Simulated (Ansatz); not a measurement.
`F[SiH2][S][GeH3]` + H₂ → `[SiH3][S][GeH3]` + H–F at 600 K and 1 bar (hydrogenolysis of the Si–F bond).

Gas-phase electronic energies from Ansatz, PBE0-D4/def2-TZVP geometries. CCSD(T)/CBS is the MP2 limit (def2-TZVPP, def2-QZVPP) plus CCSD(T) − MP2 in def2-TZVPP, frozen cores. This one scheme is used for every species. For Ge outer-core shells are correlated without core-valence functions, which leaves a few kJ/mol of doubt a bond. Scalar relativity is left out up to krypton. Each species was taken in one conformer, which may not be the lowest.

```tsv
species	CCSD(T)/CBS energy (Eh)	H − E (kJ/mol)	S (J/(mol·K))
`F[SiH2][S][GeH3]`	-2865.87038	181.7	458.0
H₂	-1.17544	43.9	150.8
`[SiH3][S][GeH3]`	-2766.60510	189.6	437.2
H–F	-100.39570	42.3	194.0
```

H − E and S are ideal-gas, rigid-rotor, harmonic terms from PBE0-D4/def2-TZVP, for one conformer and one mirror image of each species. For small species the MP2-based limit differs from directly extrapolated CCSD(T) by up to some mEh (0.8 for H₂); such offsets cancel only in part. 1 Eh = 2625.50 kJ/mol, R = 8.31446 J/(mol·K).

Q: By hand: ΔE, ΔH, ΔS and ΔG.

A: ΔE = (-2766.60510) + (-100.39570) − (-2865.87038) − (-1.17544) = 0.04502 Eh = 118.2 kJ/mol. Δ(H − E) = 189.6 + 42.3 − 181.7 − 43.9 = 6.3, so ΔH = 124.5 kJ/mol. ΔS = 437.2 + 194.0 − 458.0 − 150.8 = 22.4 J/(mol·K). ΔG = 124.5 − 600 × (22.4)/1000 = 111.1 kJ/mol.

Q: By hand: the equilibrium constant, and the temperature at which ΔG would vanish if ΔH and ΔS stayed fixed.

A: log₁₀ K = −ΔG/(RT ln 10) = -9.7. ΔG = 0 at ΔH/ΔS = 5558 K, far beyond where these terms or the molecules hold.

ΔH outweighs TΔS. A doubt of 5 kJ/mol in ΔE shifts log₁₀ K by 0.4 here. Other conformers and mirror images would add mixing entropy, several J/(mol·K) or more a flexible species. Modes under 60 cm⁻¹, often nearly free rotors, make the harmonic entropy too high. These are equilibria of isolated gas molecules and say nothing of rates. Largest T1 diagnostic: 0.012 (customary marks: 0.02 for closed shells, 0.045 for open ones).
